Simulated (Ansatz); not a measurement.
Ansatz (a quantum-chemistry and plane-wave program) job for CuH, SMILES [CuH] (connectivity only; charge and spin as stated), charge +1, multiplicity 2, r2SCAN-D4/def2-TZVPD. 

Ansatz 0.2 input:
```yaml
crystal:
  periodic: [false, false, false]
  atoms:
    - {symbol: Cu, position_ang: [0.00000000, 0.00000000, -0.04928907]}
    - {symbol: H, position_ang: [0.00000000, 0.00000000, 1.42938289]}
basis:
  gaussian:
    orbitals: def2-TZVPD
hamiltonian:
  xc: r2scan
  dispersion: d4
total_charge: 1
magnetization: {spin_polarized: true, initial_magnetization: 1}
relax: {f_tol: 0.002, max_steps: 200}
```

Output:

```
WARN ansatz: RAYON_NUM_THREADS=1 ignored (pool sized by the plan → 1); use --threads N
Functional definition: r2SCAN
integrals: 0.01 GiB planned
520 factors; their error is unknown
mean field: 0.18 GiB planned
mean field evaluation 1: about -44611.5813 eV, gradient 1.5e2 eV
mean field evaluation 2: about -43750.0723 eV, gradient 4.3e2 eV
mean field evaluation 4: about -44623.3263 eV, gradient 1.1e2 eV
mean field evaluation 8: about -44646.4113 eV, gradient 9.7e-2 eV
mean field evaluation 16: about -44646.3982 eV, gradient 2.0e-5 eV
mean field -44646.39823450 eV, -1640.7248727023 hartree, gradient 2.0e-5 eV, S^2 0.754455; 0 other end points of the search recorded, 0 dependent functions left out
the calculation of the forces begins
reference -44646.39826004 eV, -1640.7248736407 hartree; 15, 14 occupied and 42, 43 virtual orbitals, 520 factors
relax step   1: F+E_penalty+E_count = -44646.39927490 eV  Δ(F+E_penalty+E_count) = +0.000e0 eV  max|allowed force component| = 1.179e-1 eV/Å  Δτ_max = 0.0000 Å  (32 SCF iters, accepted)
these checks for a lower state are left out or cut short: starts, cluster_reference, orbital_swaps, neighbouring_geometries, increment
integrals: 0.01 GiB planned
520 factors; their error is unknown
mean field: 0.18 GiB planned
mean field -44646.39866051 eV, -1640.7248883579 hartree, gradient 2.2e-5 eV, S^2 0.754550; 0 other end points of the search recorded, 0 dependent functions left out
the calculation of the forces begins
reference -44646.39868594 eV, -1640.7248892925 hartree; 15, 14 occupied and 42, 43 virtual orbitals, 520 factors
relax step   2: F+E_penalty+E_count = -44646.39969974 eV  Δ(F+E_penalty+E_count) = -4.248e-4 eV  max|allowed force component| = 6.343e-2 eV/Å  Δτ_max = 0.0023 Å  (27 SCF iters, accepted)
these checks for a lower state are left out or cut short: starts, cluster_reference, orbital_swaps, neighbouring_geometries, increment
integrals: 0.01 GiB planned
520 factors; their error is unknown
mean field: 0.18 GiB planned
mean field evaluation 32: about -44646.3988 eV, gradient 1.8e-5 eV
mean field -44646.39883930 eV, -1640.7248949281 hartree, gradient 1.8e-5 eV, S^2 0.754666; 0 other end points of the search recorded, 0 dependent functions left out
the calculation of the forces begins
reference -44646.39886460 eV, -1640.7248958581 hartree; 15, 14 occupied and 42, 43 virtual orbitals, 520 factors
relax step   3: F+E_penalty+E_count = -44646.39987721 eV  Δ(F+E_penalty+E_count) = -1.775e-4 eV  max|allowed force component| = 1.178e-3 eV/Å  Δτ_max = 0.0028 Å  (34 SCF iters, accepted)
integrals: 0.01 GiB planned
520 factors; their error is unknown
mean field: 0.18 GiB planned
mean field -44646.39883930 eV, -1640.7248949281 hartree, gradient 1.9e-5 eV, S^2 0.754666; 1 other end points of the search recorded, 0 dependent functions left out
the calculation of the forces begins
reference -44646.39886460 eV, -1640.7248958581 hartree; 15, 14 occupied and 42, 43 virtual orbitals, 520 factors
Total energy: -44646.39990252 eV, -1640.7249340008 hartree
Atom 0 at     0.000000     0.000000    -0.054396 Å, force     0.000000     0.000000    -0.001178 eV/Å
Atom 1 at    -0.000000    -0.000000     1.434490 Å, force    -0.000000    -0.000000     0.001178 eV/Å
Dipole moment:    -0.000000     0.000000    -0.185288 e Å
```

The run converged.

Cost: about 7 core-seconds (a rough figure).
